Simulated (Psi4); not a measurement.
C₄H₁₂Ge, triplet, at the geometry of the source list (a higher spin typed on purpose: for a closed-shell molecule this is an excited state); HF/STO-3G run with Psi4.

Psi4 was given this input:
```
memory 2 GB

molecule {
0 3
  Ge    0.73830000    1.69310000    0.19690000
  C    -0.05660000   -0.13480000   -0.01790000
  C    -0.23480000   -0.76880000    1.35770000
  C     0.87540000   -0.99630000   -0.86300000
  C    -1.41360000   -0.01690000   -0.70370000
  H     1.96980000    1.67370000    1.04740000
  H     1.12640000    2.30020000   -1.12050000
  H    -0.22250000    2.64310000    0.84550000
  H    -0.66120000   -1.77000000    1.26630000
  H     0.72300000   -0.85220000    1.86990000
  H    -0.90450000   -0.16830000    1.97240000
  H     1.84840000   -1.09430000   -0.38190000
  H     1.02290000   -0.55210000   -1.84820000
  H     0.45900000   -1.99480000   -0.99710000
  H    -1.30850000    0.41750000   -1.69900000
  H    -2.08280000    0.61920000   -0.11980000
  H    -1.87860000   -0.99840000   -0.80510000
}

set basis sto-3g
set reference uhf
set stability_analysis check
set scf_type pk

energy('scf')
print_variables()
```

Predict the main parts of the log of this Psi4 run.


```
   => Loading Basis Set <=

    Name: STO-3G
    Role: ORBITAL
    Keyword: BASIS

         ---------------------------------------------------------
                                   SCF
               by Justin Turney, Rob Parrish, Andy Simmonett
                          and Daniel G. A. Smith
                              UHF Reference
         ---------------------------------------------------------

  ==> Geometry <==

    Molecular point group: c1
    Full point group: C1

    Geometry (in Angstrom), charge = 0, multiplicity = 3:

       Center              X                  Y                   Z               Mass
    ------------   -----------------  -----------------  -----------------  -----------------
         GE           0.404659029395     0.929158381196     0.108384483436    73.921177761000
         C           -0.390240970605    -0.898741618804    -0.106415516564    12.000000000000
         C           -0.568440970605    -1.532741618804     1.269184483436    12.000000000000
         C            0.541759029395    -1.760241618804    -0.951515516564    12.000000000000
         C           -1.747240970605    -0.780841618804    -0.792215516564    12.000000000000
         H            1.636159029395     0.909758381196     0.958884483436     1.007825032230
         H            0.792759029395     1.536258381196    -1.209015516564     1.007825032230
         H           -0.556140970605     1.879158381196     0.756984483436     1.007825032230
         H           -0.994840970605    -2.533941618804     1.177784483436     1.007825032230
         H            0.389359029395    -1.616141618804     1.781384483436     1.007825032230
         H           -1.238140970605    -0.932241618804     1.883884483436     1.007825032230
         H            1.514759029395    -1.858241618804    -0.470415516564     1.007825032230
         H            0.689259029395    -1.316041618804    -1.936715516564     1.007825032230
         H            0.125359029395    -2.758741618804    -1.085615516564     1.007825032230
         H           -1.642140970605    -0.346441618804    -1.787515516564     1.007825032230
         H           -2.416440970605    -0.144741618804    -0.208315516564     1.007825032230
         H           -2.212240970605    -1.762341618804    -0.893615516564     1.007825032230

  Running in c1 symmetry.

  Rotational constants: A =      0.14646  B =      0.06453  C =      0.06448 [cm^-1]
[...]
  Energy and wave function converged.

    Wavefunction stable under totally symmetric rotations.
    Lowest totally symmetric eigenvalue: 0.160559
    Lowest UHF->UHF stability eigenvalues:
       A 0.160559

    Stability analysis over.

  ==> Post-Iterations <==

   @Spin Contamination Metric:   1.462348127E-02
   @S^2 Expected:                2.000000000E+00
   @S^2 Observed:                2.014623481E+00
   @S   Expected:                1.000000000E+00
   @S   Observed:                1.000000000E+00

    Orbital Energies [Eh]
    ---------------------

    Alpha Occupied:

[...]
    Alpha Virtual:

[...]
    Beta Occupied:

[...]
    Beta Virtual:

[...]
    Final Occupation by Irrep:
              A
    DOCC [    33 ]
    SOCC [     2 ]
    NA   [    35 ]
    NB   [    33 ]

  @UHF Final Energy: -2208.03759389221705

   => Energetics <=

    Nuclear Repulsion Energy =            378.1253330385620757
    One-Electron Energy =               -3845.4606442652266196
    Two-Electron Energy =                1259.2977173344474977
    Total Energy =                      -2208.0375938922170462

  UHF NO Occupations:
  HONO-2 :   33  A 1.9983803
  HONO-1 :   34  A 1.0000000
  HONO-0 :   35  A 1.0000000
  LUNO+0 :   36  A 0.0016197
  LUNO+1 :   37  A 0.0016172
  LUNO+2 :   38  A 0.0014784
  LUNO+3 :   39  A 0.0007059

Computation Completed

Properties will be evaluated at   0.000000,   0.000000,   0.000000 [a0]

Properties computed using the SCF density matrix

 Multipole Moments:

 ------------------------------------------------------------------------------------
     Multipole            Electronic (a.u.)      Nuclear  (a.u.)        Total (a.u.)
 ------------------------------------------------------------------------------------

 L = 1.  Multiply by 2.5417464519 to convert [e a0] to [Debye]
 Dipole X            :          7.1690234           -7.4609902           -0.2919668
 Dipole Y            :         16.4288414          -17.0945194           -0.6656780
 Dipole Z            :          1.9108713           -1.9837497           -0.0728784
 Magnitude           :                                                    0.7305362

 ------------------------------------------------------------------------------------

  Variable Map:
  ----------------------------------------------------------------------------
[...]
  Array Variable Map:
  ----------------------------------------------------------------------------
[...]
[...]
```
